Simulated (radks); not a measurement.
Values are calculated unless marked as measured or tabulated.
Q: Mean orbital radii <r> (bohr) of the manganese ion Mn+, [Ar] 3d5 4s1, of relativity; Dirac values are averaged over j with weights 2j + 1. Spin-unpolarised spherical Kohn-Sham, BLYP, point nucleus unless stated (finite: rms radius 3.7057 fm), a radial shooting solver on a logarithmic mesh with Libxc functionals. A level marked "c x" has the speed of light scaled by that factor and shares open shells by 2j + 1; other Dirac levels either fill j = l - 1/2 first or share by 2j + 1.

| shell | non-rel. |
|---|---|
| 1s | 0.06156 |
| 2s | 0.2825 |
| 2p | 0.2482 |
| 3s | 0.8604 |
| 3p | 0.9078 |
| 3d | 1.183 |
| 4s | 2.830 |

Give the values at the level "Dirac, 2j+1 shares, finite nucleus".

A: 
shell  Dirac, 2j+1 shares, finite nucleus  change of magnitude (%)
1s                                0.06090                    -1.08
2s                                 0.2793                    -1.13
2p                                 0.2470                    -0.48
3s                                 0.8518                    -0.99
3p                                 0.9045                    -0.36
3d                                  1.190                    +0.61
4s                                  2.804                    -0.94
